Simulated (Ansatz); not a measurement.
Ge2H12Si4 (`[SiH2]1[SiH2][GeH2][SiH2][GeH2][SiH2]1`). The species carries charge 0 and has multiplicity 1. The structure was optimised at the PBE0-D4/def2-TZVP level.

```xyz
18

Si    0.844    0.378   -1.951
Si    1.855   -1.266   -0.623
Ge    0.648   -1.534    1.421
Si   -1.642   -1.017    1.035
Ge   -1.811    1.328    0.631
Si    0.113    2.102   -0.553
H    -0.346   -0.215   -2.626
H     1.784    0.859   -3.002
H     3.258   -0.865   -0.324
H     1.885   -2.566   -1.351
H     0.838   -2.956    1.981
H     1.203   -0.540    2.461
H    -2.097   -1.751   -0.178
H    -2.506   -1.421    2.178
H    -3.077    1.628   -0.195
H    -1.935    2.075    1.973
H     1.189    2.414    0.430
H    -0.205    3.346   -1.306
```

**Question.** What is the dipole moment at ωB97M-V/def2-TZVPP? (Best estimate.)

**Answer.** The calculation gave: 0.11 D, with components (0.03, -0.02, -0.10) D in this frame, pointing from negative to positive charge.

**Question.** And with PBE, r2SCAN, B3LYP? (Best estimate.)

**Answer.** The calculation gave: PBE 0.05 D, r2SCAN 0.09 D, B3LYP 0.12 D.

**Question.** Give the Mulliken charges with ωB97M-V, B3LYP, r2SCAN in def2-TZVPP. (Best estimate.)

**Answer.** Ansatz gave: 
```
atom  ωB97M-V  B3LYP  r2SCAN
 Si1     0.00   0.11    0.12
 Si2     0.07   0.11    0.12
 Ge3    -0.16   0.01    0.01
 Si4     0.06   0.07    0.07
 Ge5    -0.12   0.03    0.04
 Si6     0.04   0.09    0.10
  H7     0.00  -0.05   -0.05
  H8    -0.01  -0.06   -0.07
  H9     0.00  -0.05   -0.06
 H10    -0.01  -0.05   -0.06
 H11     0.03   0.00    0.00
 H12     0.04   0.00    0.00
 H13     0.00  -0.05   -0.05
 H14    -0.01  -0.05   -0.06
 H15     0.03  -0.01    0.00
 H16     0.03   0.00    0.00
 H17     0.00  -0.05   -0.05
 H18    -0.01  -0.05   -0.06
```

B3LYP here is the variant with VWN-RPA as its local correlation; programs differ in this.
